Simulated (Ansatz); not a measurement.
System: CH$_{2}$I, net charge 1, singlet state. 
Structure (B3LYP-D3(BJ)/def2-TZVP (Ansatz, a first-principles code) minimum search):
```
C
H 1 1.0857
H 1 1.0857 2 120.22
I 1 1.9469 2 119.89 3 180.00
```
Charge +1, spin multiplicity 1.

Basis-set convergence of Hartree-Fock and CCSD(T) correlation energies (hartree) with Ansatz. Cores are frozen in the correlated levels unless marked. Spin-orbit coupling is left out. The frozen core is the preceding noble-gas configuration, with the filled d and f shells of earlier blocks. In def2 rows, elements after Kr have scalar-relativistic effective core potentials.

The Hartree-Fock reference is unstable (checked in the largest basis), which strains HF and MP2. The T1 diagnostic of CCSD in the largest basis is 0.038, which is high, so the coupled-cluster rows are less sure than usual.

| basis | functions | E(HF) | E(corr, CCSD(T)) | rough core time |
|---|---|---|---|---|
| def2-SVP | 50 | -335.29160 | -0.26370 | under 20 s |
| def2-TZVPP | 109 | -335.35342 | -0.33254 | under 20 s |
| def2-QZVPP | 199 | -335.35699 | -0.35717 | 21 s |

Extrapolating the two largest sets (X = 3 and 4) as X^-3: E(corr) = (64·(-0.35717) - 27·(-0.33254))/37 = -0.3751 Eh, an estimate of the basis-set limit. The largest set recovers 95.2 % of it, the smallest 70.3 %.
